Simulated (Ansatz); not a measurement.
Steps of a relaxation of AlH7OSi2 (`[AlH2][O][SiH2][SiH3]`) with RKS PBE-D4/def2-SVP.

```sh
$ ansatz run in.yaml --threads 4 --pin off --events-out ev --progress --plain --max-ram 10444MiB
```

```yaml
crystal:
  periodic: [false, false, false]
  atoms:
    - {symbol: Al, position_ang: [-0.831800, 2.436400, 0.181900]}
    - {symbol: O, position_ang: [-0.960400, 0.696600, 0.609300]}
    - {symbol: Si, position_ang: [0.290600, -0.044100, -0.275200]}
    - {symbol: Si, position_ang: [0.409800, -2.220300, 0.189400]}
    - {symbol: H, position_ang: [0.024800, 3.469600, 1.014400]}
    - {symbol: H, position_ang: [-1.688700, 3.040700, -1.096400]}
    - {symbol: H, position_ang: [0.153500, 0.131300, -1.705900]}
    - {symbol: H, position_ang: [1.657600, 0.540300, 0.138500]}
    - {symbol: H, position_ang: [-0.945900, -2.803000, -0.167900]}
    - {symbol: H, position_ang: [1.430300, -2.876900, -0.524800]}
    - {symbol: H, position_ang: [0.525500, -2.427400, 1.657500]}
basis:
  gaussian: {orbitals: def2-SVP}
hamiltonian: {xc: pbe, dispersion: d4}
relax: {f_tol: 0.03, max_steps: 200}
```

Positions (Å) and forces (eV/Å) along the path, 11 of 14 steps:

```xyz
11
step=1 energy=-24491.1200 eV
Al   -0.832    2.436    0.182   -0.941    0.045   -0.266
O    -0.960    0.697    0.609    0.560    1.013   -0.714
Si    0.291   -0.044   -0.275    0.570    0.590    1.327
Si    0.410   -2.220    0.189   -2.035   -0.536    1.099
H     0.025    3.470    1.014    0.193   -0.075    0.258
H    -1.689    3.041   -1.096    0.287   -0.434    0.448
H     0.153    0.131   -1.706   -0.169    0.327   -1.194
H     1.658    0.540    0.139   -0.357    0.104   -0.203
H    -0.946   -2.803   -0.168    0.187   -0.058   -0.082
H     1.430   -2.877   -0.525    1.484   -0.936   -0.989
H     0.525   -2.427    1.657    0.220   -0.039    0.315
11
step=2 energy=-24491.4997 eV
Al   -0.878    2.535    0.188   -0.227   -0.565    0.091
O    -0.909    0.786    0.542    0.464    0.647   -0.448
Si    0.342   -0.027   -0.277   -0.065    0.410    0.501
Si    0.335   -2.300    0.225   -0.572    0.035    0.380
H     0.039    3.474    1.097   -0.086   -0.007    0.009
H    -1.723    2.990   -1.096    0.031    0.055    0.148
H     0.210    0.200   -1.746   -0.085   -0.055   -0.428
H     1.661    0.677    0.062   -0.110   -0.285    0.028
H    -0.977   -2.945   -0.168    0.119    0.116    0.024
H     1.423   -2.958   -0.510    0.517   -0.321   -0.326
H     0.541   -2.489    1.703    0.015   -0.029    0.021
11
step=4 energy=-24491.7400 eV
Al   -0.978    2.628    0.226   -0.083   -0.043    0.057
O    -0.682    0.920    0.288    0.174    0.103   -0.139
Si    0.496   -0.062   -0.399    0.016    0.027    0.004
Si    0.306   -2.307    0.267   -0.056    0.017    0.041
H    -0.194    3.559    1.255   -0.015    0.005    0.026
H    -2.006    3.157   -0.869   -0.038    0.010    0.017
H     0.403    0.013   -1.906   -0.004   -0.037   -0.019
H     1.872    0.463   -0.041   -0.026   -0.062    0.014
H    -1.025   -2.888   -0.132    0.015    0.013    0.015
H     1.394   -3.086   -0.423    0.027   -0.026   -0.011
H     0.480   -2.453    1.756   -0.010   -0.008   -0.005
11
step=5 energy=-24491.7744 eV
Al   -1.016    2.676    0.242    0.098   -0.833   -0.007
O    -0.558    0.971    0.156   -0.107    0.921   -0.080
Si    0.585   -0.082   -0.471   -0.129    0.017    0.073
Si    0.284   -2.293    0.284    0.060   -0.005   -0.040
H    -0.291    3.583    1.339   -0.017   -0.034   -0.033
H    -2.159    3.194   -0.754    0.084   -0.062    0.078
H     0.501   -0.079   -1.983    0.057   -0.015    0.028
H     1.973    0.374   -0.081    0.012   -0.027   -0.047
H    -1.054   -2.857   -0.112   -0.016    0.016   -0.006
H     1.363   -3.122   -0.375   -0.038   -0.004    0.030
H     0.438   -2.421    1.776   -0.004    0.026    0.005
11
step=7 energy=-24491.8635 eV
Al   -1.068    2.589    0.307    0.001   -0.062   -0.010
O    -0.288    1.112   -0.102   -0.249    0.311    0.103
Si    0.746   -0.079   -0.607    0.237   -0.223   -0.084
Si    0.225   -2.190    0.304    0.010    0.011   -0.033
H    -0.452    3.457    1.493    0.006   -0.012    0.008
H    -2.366    2.995   -0.523    0.006   -0.021    0.007
H     0.711   -0.188   -2.112    0.006   -0.008   -0.005
H     2.162    0.267   -0.209    0.023   -0.011   -0.016
H    -1.155   -2.643   -0.093   -0.012    0.002    0.010
H     1.226   -3.177   -0.244   -0.018   -0.002    0.016
H     0.324   -2.200    1.807   -0.010    0.015    0.004
11
step=8 energy=-24491.8589 eV rejected
Al   -1.093    2.521    0.340    0.209   -0.327   -0.126
O    -0.180    1.148   -0.191   -0.185    0.440    0.130
Si    0.867   -0.058   -0.665   -0.288   -0.230   -0.094
Si    0.180   -2.111    0.290    0.217   -0.103    0.120
H    -0.507    3.357    1.565   -0.021   -0.003   -0.014
H    -2.456    2.850   -0.427    0.063   -0.031    0.031
H     0.801   -0.236   -2.164    0.085    0.080    0.005
H     2.293    0.257   -0.282   -0.041   -0.008    0.013
H    -1.221   -2.541   -0.064    0.017    0.118   -0.095
H     1.131   -3.194   -0.175   -0.073    0.054    0.035
H     0.250   -2.050    1.795    0.018    0.009   -0.005
11
step=10 energy=-24491.8764 eV
Al   -1.090    2.507    0.349    0.110   -0.161   -0.130
O    -0.195    1.140   -0.202   -0.094    0.151    0.087
Si    0.842   -0.079   -0.678   -0.055    0.058    0.012
Si    0.194   -2.126    0.307    0.093   -0.019   -0.046
H    -0.503    3.356    1.564   -0.002   -0.029    0.004
H    -2.446    2.851   -0.420    0.027   -0.027    0.033
H     0.817   -0.208   -2.182   -0.003   -0.023    0.006
H     2.261    0.256   -0.282   -0.012   -0.028    0.013
H    -1.213   -2.495   -0.095    0.053    0.014    0.032
H     1.134   -3.222   -0.154   -0.091    0.074    0.048
H     0.266   -2.038    1.813   -0.026   -0.010   -0.058
11
step=11 energy=-24491.8785 eV
Al   -1.087    2.496    0.346   -0.020   -0.017   -0.015
O    -0.191    1.140   -0.203    0.068   -0.010   -0.038
Si    0.855   -0.067   -0.690   -0.105   -0.050    0.060
Si    0.198   -2.108    0.299    0.043   -0.081    0.020
H    -0.502    3.330    1.572   -0.006   -0.005   -0.006
H    -2.453    2.825   -0.410    0.029   -0.009    0.022
H     0.819   -0.212   -2.192    0.026    0.031    0.011
H     2.272    0.258   -0.280   -0.018    0.006   -0.027
H    -1.214   -2.475   -0.087    0.041    0.033   -0.013
H     1.117   -3.230   -0.139   -0.066    0.094    0.029
H     0.253   -2.013    1.805    0.008    0.008   -0.044
11
step=12 energy=-24491.8813 eV
Al   -1.088    2.477    0.352    0.004   -0.005    0.001
O    -0.162    1.150   -0.214   -0.003    0.011   -0.004
Si    0.864   -0.072   -0.698    0.003   -0.003    0.000
Si    0.192   -2.097    0.303   -0.006    0.022   -0.002
H    -0.515    3.313    1.582   -0.002   -0.002    0.001
H    -2.463    2.786   -0.391    0.002   -0.007    0.002
H     0.832   -0.210   -2.201    0.000   -0.002    0.004
H     2.286    0.245   -0.302   -0.002   -0.005   -0.001
H    -1.219   -2.442   -0.096   -0.005   -0.001   -0.003
H     1.099   -3.223   -0.120    0.009   -0.011   -0.004
H     0.240   -1.983    1.805    0.001    0.003    0.006
11
step=13 energy=-24491.8818 eV
Al   -1.088    2.462    0.357    0.012   -0.021   -0.002
O    -0.143    1.156   -0.226   -0.007    0.020   -0.002
Si    0.877   -0.072   -0.709   -0.004    0.009    0.010
Si    0.186   -2.084    0.304   -0.006    0.022   -0.009
H    -0.525    3.295    1.594   -0.001   -0.001   -0.002
H    -2.473    2.754   -0.375    0.004   -0.004    0.000
H     0.845   -0.212   -2.211   -0.003   -0.003    0.003
H     2.301    0.238   -0.314    0.000   -0.002    0.000
H    -1.227   -2.415   -0.099   -0.006   -0.005    0.000
H     1.083   -3.223   -0.105    0.010   -0.017   -0.003
H     0.229   -1.955    1.805    0.001    0.001    0.006
11
step=14 energy=-24491.8819 eV
Al   -1.089    2.450    0.363    0.014   -0.026   -0.007
O    -0.125    1.164   -0.237   -0.009    0.013    0.007
Si    0.889   -0.070   -0.717    0.001    0.010   -0.012
Si    0.182   -2.073    0.302   -0.008    0.016    0.011
H    -0.533    3.280    1.604   -0.001    0.001   -0.003
H    -2.482    2.723   -0.361    0.005   -0.001    0.001
H     0.855   -0.215   -2.218   -0.004    0.001   -0.002
H     2.315    0.233   -0.325   -0.001   -0.001    0.006
H    -1.233   -2.392   -0.103   -0.004   -0.004    0.000
H     1.066   -3.229   -0.089    0.008   -0.003   -0.006
H     0.221   -1.927    1.802   -0.003   -0.006    0.004
```

It took 18 s on 4 threads of an Arm Neoverse V1 on a shared host, with 0.15 GiB of host memory at the peak.
